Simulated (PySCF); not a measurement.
# Correlation energy of C⁺ (carbon, charge +1)

[He] 2s2 2p1, 2P determinant. Computed with PySCF 2.14 in def2-TZVP (5s3p2d1f, 31 functions), with the non-relativistic Hamiltonian (point nucleus). Frozen: 1s2; 3 electrons correlated.

MP2 pair energies summed by pair of shells (mhartree):

```json
{"pair": "2s-2s", "energy": "-28.58", "share (%)": "57.2"}
{"pair": "2s-2p", "energy": "-21.35", "share (%)": "42.8"}
```

Total MP2 correlation energy: -49.93 mhartree.

Same-spin part -3.31 and opposite-spin part -46.62 mhartree; SCS-MP2 scales them by 1/3 and 6/5 to -57.05 mhartree.

```tsv
level	correlation energy (mhartree)
CCSD	-73.89
(T)	-1.14
CCSD(T)	-75.03
```

Diagnostics: T1 = 0.0093, D1 = 0.0178, largest double amplitude 0.132.

Q: Is a single reference adequate?

A: Mostly. T1 lies below 0.03, but a double amplitude of this size points to a near-degeneracy that CCSD handles and MP2 describes poorly.
